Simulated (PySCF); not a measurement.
# Identify the compound

An unknown has the formula CH₁₅NSi₅. Its calculated NMR data are:

¹H NMR (300 MHz, computed): δ 4.94 (s, 6H), 4.34 (s, 9H).

¹³C{¹H} NMR (computed): δ 19.1 (C).

Method: shielding tensors at PBE0/pcSseg-1 (GIAO), geometry: GFN2-xTB, in PySCF 2.14.0 with density-fitted response routines (non-relativistic, gas phase, equivalent nuclei averaged, one computed conformer).

Shifts are taken against calculated references (same method and geometry level): TMS for ¹H (31.72 ppm), ¹³C (186.93 ppm).

Q: Propose a structure and justify it.

A: 
The formula gives 0 degrees of unsaturation. Carbon types of the structure: 1 × C, leaving 15 H on heteroatoms. δC 19.1: fully substituted sp3 carbon bonded to N and 3 Si. δH 4.94: hydrogen on a silicon bonded to N. δH 4.34: hydrogen on a silicon bonded to C.

Structure: `InChI=1S/CH15NSi5/c3-1(4,5)2(6)7/h3-7H3`.

The shifts were computed for this structure.

Shifts are as computed. Against solution values, carbons near 30 ppm lie about +3 ppm off and those near 130 ppm about +5 ppm. Of 1211 compounds with measured shifts, 218 miss one by over three times the rms of a fit or turn the order of signals round; such compounds aren't used in these exercises. Multiplicities follow the n + 1 count of equivalent neighbours, as no J values were calculated; m marks all less simple cases, F and P coupling included.
